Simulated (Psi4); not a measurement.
Psi4 input (wB97X-D/6-31G*):

```
memory 1500 MB

molecule {
0 2
P     0.03250700   -0.05666500    0.05072500
H     0.00392900   -0.00963900   -1.35582500
H     1.39733700    0.61532200    0.12299900
H    -0.65116600    1.13786300    0.34586100
H    -1.23770800   -0.89357700    0.12608900
symmetry c1
no_reorient
no_com
}

set {
  basis 6-31G*
  reference uks
  scf_type pk
  dft_radial_points 99
  dft_spherical_points 590
  e_convergence 1e-8
  d_convergence 1e-7
  maxiter 150
}

e = energy('wb97x-d')
print_out(f'\nFINAL {e:.10f} DIPOLE {variable("CURRENT DIPOLE")[0]:.6f} {variable("CURRENT DIPOLE")[1]:.6f} {variable("CURRENT DIPOLE")[2]:.6f}\n')
```

Output:

```
   => Loading Basis Set <=

    Name: 6-31G*
    Role: ORBITAL
    Keyword: BASIS
    atoms 1   entry P          line   292 file 6-31gs.gbs
    atoms 2-5 entry H          line    44 file 6-31gs.gbs

   => WB97X-D: Empirical Dispersion <=

    Chai and Head-Gordon Dispersion Correction
    Chai, J.-D.; Head-Gordon, M. (2010), J. Chem. Phys., 132: 6615-6620

        s6 =       1.000000

         ---------------------------------------------------------
                                   SCF
               by Justin Turney, Rob Parrish, Andy Simmonett
                          and Daniel G. A. Smith
                              UKS Reference
         ---------------------------------------------------------

  ==> Geometry <==

    Molecular point group: c1
    Full point group: C1

    Geometry (in Angstrom), charge = 0, multiplicity = 2:

       Center              X                  Y                   Z               Mass
    ------------   -----------------  -----------------  -----------------  -----------------
         P            0.032507000000    -0.056665000000     0.050725000000    30.973761998420
         H            0.003929000000    -0.009639000000    -1.355825000000     1.007825032230
         H            1.397337000000     0.615322000000     0.122999000000     1.007825032230
         H           -0.651166000000     1.137863000000     0.345861000000     1.007825032230
         H           -1.237708000000    -0.893577000000     0.126089000000     1.007825032230

  Running in c1 symmetry.

  Rotational constants: A =      4.21387  B =      2.67254  C =      2.41334 [cm^-1]
  Rotational constants: A = 126328.58985  B =  80120.62442  C =  72350.16037 [MHz]
  Nuclear repulsion =   23.117357361986272

  Charge       = 0
  Multiplicity = 2
  Electrons    = 19
  Nalpha       = 10
  Nbeta        = 9

  ==> Algorithm <==

  SCF Algorithm Type is PK.
  DIIS enabled.
  MOM disabled.
  Fractional occupation disabled.
  Guess Type is SAD.
  Energy threshold   = 1.00e-08
  Density threshold  = 1.00e-07
  Integral threshold = 1.00e-12

  ==> Primary Basis <==

  Basis Set: 6-31G*
    Blend: 6-31G*
    Number of shells: 16
    Number of basis functions: 27
    Number of Cartesian functions: 27
    Spherical Harmonics?: false
    Max angular momentum: 2

  ==> DFT Potential <==

   => LibXC <=

    Version 7.1.2
    S. Lehtola, C. Steigemann, M. J. T. Oliveira, and M. A. L. Marques,  SoftwareX 7, 1–5 (2018) (10.1016/j.softx.2017.11.002)

   => Composite Functional: WB97X-D <=

    wB97X-D Hyb-GGA Exchange-Correlation Functional

    J.-D. Chai and M. Head-Gordon,  Phys. Chem. Chem. Phys. 10, 6615–6620 (2008) (10.1039/B810189B)

    Deriv               =              1
    GGA                 =           TRUE
    Meta                =          FALSE

    Exchange Hybrid     =           TRUE
    MP2 Hybrid          =          FALSE

   => Exchange-Correlation Functionals <=

    1.0000   wB97X-D range-separated functional

   => Exact (HF) Exchange <=

    0.7780            HF,LR [omega = 0.2000]
    0.2220               HF

   => LibXC Density Thresholds  <==

    XC_HYB_GGA_XC_WB97X_D:  1.00E-14

   => Molecular Quadrature <=

    Radial Scheme          =       TREUTLER
    Pruning Scheme         =           NONE
    Nuclear Scheme         =       TREUTLER

    Blocking Scheme        =         OCTREE
    BS radius alpha        =              1
    Pruning alpha          =              1
    Radial Points          =             99
    Spherical Points       =            590
    Total Points           =         279980
    Total Blocks           =           2063
    Max Points             =            256
    Max Functions          =             27
    Weights Tolerance      =       1.00E-15

  ==> Integral Setup <==

  Using in-core PK algorithm.
   Calculation information:
      Number of atoms:                   5
      Number of AO shells:              16
      Number of primitives:             43
      Number of atomic orbitals:        27
      Number of basis functions:        27

      Integral cutoff                 1.00e-12
      Number of threads:                 1

  Performing in-core PK
  Using 214893 doubles for integral storage.
  We computed 9316 shell quartets total.
  Whereas there are 9316 unique shell quartets.

  Computing range-separated integrals for PK
  We computed 9316 wK shell quartets total.
  Whereas there are 9316 wK unique shell quartets.

  ==> DiskJK: Disk-Based J/K Matrices <==

    J tasked:                  Yes
    K tasked:                  Yes
    wK tasked:                 Yes
    Omega:               2.000E-01
    Schwarz Cutoff:          1E-12


  Cached 100.0% of DFT collocation blocks in 0.208 [GiB].

  Minimum eigenvalue in the overlap matrix is 1.1550813230E-02.
  Reciprocal condition number of the overlap matrix is 2.3146607920E-03.
    Using symmetric orthogonalization.

  ==> Pre-Iterations <==

  SCF Guess: Superposition of Atomic Densities via on-the-fly atomic UHF (no occupation information).

   -------------------------
    Irrep   Nso     Nmo
   -------------------------
     A         27      27
   -------------------------
    Total      27      27
   -------------------------

  ==> Iterations <==

                        Total Energy        Delta E     RMS |[F,P]|

   @UKS iter SAD:  -343.39944235233668   -3.43399e+02   0.00000e+00
   @UKS iter   1:  -343.60690976849605   -2.07467e-01   5.82125e-03 ADIIS/DIIS
   @UKS iter   2:  -343.62363666837518   -1.67269e-02   2.96784e-03 ADIIS/DIIS
   @UKS iter   3:  -343.62749062975803   -3.85396e-03   3.99591e-04 ADIIS/DIIS
   @UKS iter   4:  -343.62771945311141   -2.28823e-04   8.19664e-05 DIIS
   @UKS iter   5:  -343.62772973345841   -1.02803e-05   2.97488e-05 DIIS
   @UKS iter   6:  -343.62773143384516   -1.70039e-06   1.00842e-05 DIIS
   @UKS iter   7:  -343.62773166078028   -2.26935e-07   2.70001e-06 DIIS
   @UKS iter   8:  -343.62773167449222   -1.37119e-08   4.40920e-07 DIIS
   @UKS iter   9:  -343.62773167481009   -3.17868e-10   8.38680e-08 DIIS
  Energy and wave function converged.

  ==> Post-Iterations <==

   Electrons on quadrature grid:
      Nalpha   =    9.9999998747 ; deviation = -1.253e-07
      Nbeta    =    8.9999999246 ; deviation = -7.537e-08
      Ntotal   =   18.9999997993 ; deviation = -2.007e-07

   @Spin Contamination Metric:   6.326563347E-03
   @S^2 Expected:                7.500000000E-01
   @S^2 Observed:                7.563265633E-01
   @S   Expected:                5.000000000E-01
   @S   Observed:                5.000000000E-01

    Orbital Energies [Eh]
    ---------------------

    Alpha Occupied:

       1A    -77.263466     2A     -6.696679     3A     -4.843899
       4A     -4.843017     5A     -4.842599     6A     -0.769714
       7A     -0.517221     8A     -0.493280     9A     -0.438649
      10A     -0.248384

    Alpha Virtual:

      11A      0.099971    12A      0.170298    13A      0.235725
      14A      0.352354    15A      0.361193    16A      0.375467
      17A      0.461696    18A      0.694297    19A      0.725867
      20A      0.745917    21A      0.752552    22A      0.754045
      23A      0.976104    24A      1.044625    25A      1.257576
      26A      1.286541    27A      3.474265

    Beta Occupied:

       1A    -77.261742     2A     -6.694691     3A     -4.842344
       4A     -4.842224     5A     -4.838784     6A     -0.754615
       7A     -0.488255     8A     -0.476580     9A     -0.414257

    Beta Virtual:

      10A      0.001747    11A      0.112312    12A      0.171761
      13A      0.266161    14A      0.354717    15A      0.368605
      16A      0.374320    17A      0.466852    18A      0.713038
      19A      0.730350    20A      0.758812    21A      0.769123
      22A      0.777445    23A      0.990954    24A      1.086106
      25A      1.265778    26A      1.311222    27A      3.482645

    Final Occupation by Irrep:
              A
    DOCC [     9 ]
    SOCC [     1 ]
    NA   [    10 ]
    NB   [     9 ]

  @UKS Final Energy:  -343.62773167481009

   => Energetics <=

    Nuclear Repulsion Energy =             23.1173573619862722
    One-Electron Energy =                -519.7719172166193857
    Two-Electron Energy =                 170.7685237146562542
    DFT Exchange-Correlation Energy =     -17.7408702253559625
    Empirical Dispersion Energy =          -0.0008253094772431
    VV10 Nonlocal Energy =                  0.0000000000000000
    Total Energy =                       -343.6277316748100930

  UHF NO Occupations:
  HONO-2 :    8  A 1.9993834
  HONO-1 :    9  A 1.9978110
  HONO-0 :   10  A 1.0000000
  LUNO+0 :   11  A 0.0021890
  LUNO+1 :   12  A 0.0006166
  LUNO+2 :   13  A 0.0003463
  LUNO+3 :   14  A 0.0000140

Computation Completed

Properties will be evaluated at   0.000000,   0.000000,   0.000000 [a0]

Properties computed using the SCF density matrix

 Multipole Moments:

 ------------------------------------------------------------------------------------
     Multipole            Electronic (a.u.)      Nuclear  (a.u.)        Total (a.u.)
 ------------------------------------------------------------------------------------

 L = 1.  Multiply by 2.5417464519 to convert [e a0] to [Debye]
 Dipole X            :         -0.1067023           -0.0000057           -0.1067080
 Dipole Y            :          0.1860159           -0.0000113            0.1860045
 Dipole Z            :         -0.1665062           -0.0000019           -0.1665081
 Magnitude           :                                                    0.2714944

 ------------------------------------------------------------------------------------

FINAL -343.6277316748 DIPOLE -0.106708 0.186005 -0.166508

*** Psi4 exiting successfully. Buy a developer a beer!
```

The geometry given is a B3LYP-D3(BJ)/def2-TZVP minimum.
